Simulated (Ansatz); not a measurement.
Consider the redistribution: `[CH3][V](=[O])([Cl])[Cl]` + `CN(C)BN` → `[NH2][V](=[O])([Cl])[Cl]` + `CBN(C)C`.

Calculated with Ansatz (gas phase, PBE0-D4/def2-TZVP geometries, no zero-point term in ΔE). CCSD(T)/CBS adds triple-zeta CCSD(T) − MP2 to the extrapolated MP2 energy (def2 sets, frozen cores). Functionals use def2-TZVPP. B3LYP here is the variant with VWN-RPA as its local correlation; programs differ in this. For V outer-core shells are correlated without core-valence functions, which leaves a few kJ/mol of doubt a bond. Scalar relativity is left out up to krypton. Each species was taken in one conformer, which may not be the lowest.

Task: Is it downhill or uphill in electronic energy at CCSD(T)/CBS, and by how much? (Best estimate.)

Result: Ansatz gave: Downhill: ΔE = -9.7 kJ/mol.

Task: What do these levels give: LDA (SPW92), revPBE-D4, BLYP-D4, B97M-V, B3LYP-D4, r2SCAN0-D4, r2SCAN0, CAM-B3LYP, MP2/def2-SVP, MP2/def2-TZVPP, SCS-MP2/def2-TZVPP, CCSD/CBS(def2)? (Best estimate.)

Result: Computed: LDA (SPW92) -19.3, revPBE-D4 -22.3, BLYP-D4 -18.8, B97M-V -13.6, B3LYP-D4 -10.9, r2SCAN0-D4 -6.2, r2SCAN0 -5.9, CAM-B3LYP -6.9, MP2/def2-SVP -64.4, MP2/def2-TZVPP -41.5, SCS-MP2/def2-TZVPP -27.8, CCSD/CBS(def2) 5.1 kJ/mol.

Largest T1 diagnostic among the species: 0.032, so the coupled-cluster value is less sure than usual.

At CCSD(T), def2-SVP lies −7.7 kJ/mol from the extrapolated value and def2-TZVPP −3.7 kJ/mol. Leaving LDA and LC-ωPBE aside and taking each functional with its dispersion term where it has one, the values, not all of them listed here, spread over 25.0 kJ/mol, from B2PLYP to BHLYP-D4.
